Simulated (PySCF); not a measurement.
`S[SiH2]O[SiH2]S`. Theory: PBE0-D3(BJ)/def2-SVP geometry optimisation, gas phase (PySCF 2.14.0).

```
atom  x, y, z in Å
S1     2.0997    0.4507    1.0409
Si2    1.4326   -0.1736   -0.8998
O3    -0.1609   -0.6217   -0.9080
Si4   -1.6015   -0.5346   -0.0943
S5    -1.7100    1.1533    1.2247
H6     1.4214    1.6199    1.0048
H7     2.2702   -1.3548   -1.2323
H8     1.6208    0.9288   -1.8804
H9    -2.6946   -0.3250   -1.0778
H10   -1.7854   -1.7931    0.6773
H11   -0.8531    0.6249    2.1275
```

Q: How far are the heavy atoms from their best plane (unweighted least squares)?

A: 0.280 Å rms; S1 0.28, Si2 0.34, O3 0.01, Si4 0.35, S5 0.28 Å (magnitudes).

Q: Work out the bond lengths S1–Si2, S1–H6, Si2–H7, O3–Si4, Si4–S5, Si4–H9, Si4–H10, S5–H11 in Å.

A: For S1–Si2 the difference vector is (-0.6671, -0.6243, -1.9406) Å, of length 2.1449 Å. S1–Si2 2.145; S1–H6 1.352; Si2–H7 1.486; O3–Si4 1.657; Si4–S5 2.145; Si4–H9 1.485; Si4–H10 1.488; S5–H11 1.352 Å.

Q: How far apart are these pairs, which share no bond: S1···H10, Si2···S5, S5···H8, H7···H9, H8···H9?

A: S1···H10 4.501 Å (4 bonds apart); Si2···S5 4.019 Å (3 bonds apart); S5···H8 4.559 Å (4 bonds apart); H7···H9 5.073 Å (4 bonds apart); H8···H9 4.565 Å (4 bonds apart).

Q: Give the dihedral angles S1–Si2–O3–Si4, H6–S1–Si2–H8, H9–Si4–S5–H11, O3–Si4–S5–H11, Si2–O3–Si4–H10, H6–S1–Si2–O3.

A: S1–Si2–O3–Si4 18° (synperiplanar); H6–S1–Si2–H8 49° (synclinal); H9–Si4–S5–H11 169° (antiperiplanar); O3–Si4–S5–H11 -73° (synclinal); Si2–O3–Si4–H10 -99° (anticlinal); H6–S1–Si2–O3 -73° (synclinal). Dihedral signs follow IUPAC: positive where, seen along the central bond, the front bond turns clockwise onto the rear one.

Q: Where is the centre of mass (commonest isotopes), and what is the radius of gyration?

A: Mass 141.940 u; centre at (0.036, 0.150, 0.209) Å; Rg = √(Σ m r²/M) = 2.021 Å. As Ia + Ib + Ic = 2 Σ m r², the three principal moments sum to 1159.4 u·Å².

Q: Write the matrix of distances between heavy atoms (Å, lower triangle).

A: 
```
S1    0.000
Si2   2.145  0.000
O3    3.171  1.655  0.000
Si4   3.995  3.160  1.657  0.000
S5    3.878  4.019  3.178  2.145  0.000
```

Whether it is a minimum is left open (no frequencies). The numbers are those of one conformer.
